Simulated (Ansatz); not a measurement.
Consider the isomerisation: `N[SiH2]OCF` → `NC(O)(F)[SiH3]`.

Calculated with Ansatz (gas phase, PBE0-D4/def2-TZVP geometries, no zero-point term in ΔE). CCSD(T)/CBS is the MP2 limit (def2-TZVPP, def2-QZVPP) plus CCSD(T) − MP2 in def2-TZVPP, frozen cores. Functionals use def2-TZVPP. B3LYP here is the variant with VWN-RPA as its local correlation; programs differ in this. HSE06 is defined as in plane-wave codes. One conformer a species, not always the lowest.

| level | ΔE (kJ/mol) | difference from CCSD(T)/CBS |
| --- | --- | --- |
| LDA (SPW92) | 177.5 | -32.4 |
| revPBE-D4 | 180.8 | -29.1 |
| BLYP-D4 | 197.5 | -12.4 |
| r2SCAN-D4 | 200.4 | -9.5 |
| B97M-V | 207.1 | -2.8 |
| PBE0-D4 | 194.7 | -15.2 |
| B3LYP-D4 | 206.5 | -3.4 |
| r2SCANh-D4 | 203.2 | -6.7 |
| r2SCAN0-D4 | 207.0 | -2.9 |
| HSE06-D4 | 194.7 | -15.2 |
| BHLYP-D4 | 219.0 | 9.1 |
| CAM-B3LYP-D4 | 209.8 | -0.1 |
| ωB97X-V | 201.0 | -8.9 |
| ωB97M-V | 203.3 | -6.6 |
| B2PLYP | 213.5 | 3.6 |
| PBE | 185.4 | -24.5 |
| revPBE | 187.6 | -22.3 |
| BLYP | 202.1 | -7.8 |
| r2SCAN | 200.7 | -9.2 |
| PBE0 | 196.2 | -13.7 |
| B3LYP | 209.6 | -0.3 |
| r2SCANh | 203.5 | -6.4 |
| r2SCAN0 | 207.4 | -2.5 |
| HSE06 | 196.1 | -13.8 |
| CAM-B3LYP | 211.3 | 1.4 |
| LC-ωPBE | 202.1 | -7.8 |
| RPA@PBE/def2-TZVPP | 202.3 | -7.6 |
| HF/def2-SVP | 200.9 | -9.0 |
| MP2/def2-SVP | 182.0 | -27.9 |
| CCSD(T)/def2-SVP | 172.7 | -37.2 |
| HF/def2-TZVPP | 233.1 | 23.2 |
| MP2/def2-TZVPP | 216.6 | 6.7 |
| SCS-MP2/def2-TZVPP | 218.1 | 8.2 |
| CCSD/def2-TZVPP | 212.4 | 2.5 |
| CCSD(T)/def2-TZVPP | 207.6 | -2.3 |
| HF/def2-QZVPP | 236.0 | 26.1 |
| MP2/def2-QZVPP | 218.9 | 9.0 |
| HF/CBS(def2) | 236.4 | 26.5 |
| MP2/CBS(def2) | 218.9 | 9.0 |
| CCSD/CBS(def2) | 214.7 | 4.8 |
| CCSD(T)/CBS | 209.9 | 0 |

Q: What do rigid-rotor, harmonic-oscillator terms from PBE0-D4/def2-TZVP frequencies (298.15 K, 1 bar) make of the CCSD(T)/CBS value? (Best estimate.)

A: The calculation gave: ΔZPE = -9.3 kJ/mol, ΔH = +200.2 kJ/mol, ΔS = -13 J/(mol·K), ΔG = +204.2 kJ/mol.

Largest T1 diagnostic among the species: 0.012.

In def2-TZVPP, CCSD(T) changes the Hartree–Fock value by −25.5 kJ/mol (the triples alone add −4.8 kJ/mol) and MP2 by −16.5 kJ/mol. From PBE to PBE0 (25 % exact exchange), in def2-TZVPP and without D4, ΔE moves by +10.8 kJ/mol. At CCSD(T), def2-SVP lies −37.2 kJ/mol from the extrapolated value and def2-TZVPP −2.3 kJ/mol.

CCSD(T)/CBS has its own doubt, a few kJ/mol and more with outer-core shells, so smaller differences from it don't rank the levels.
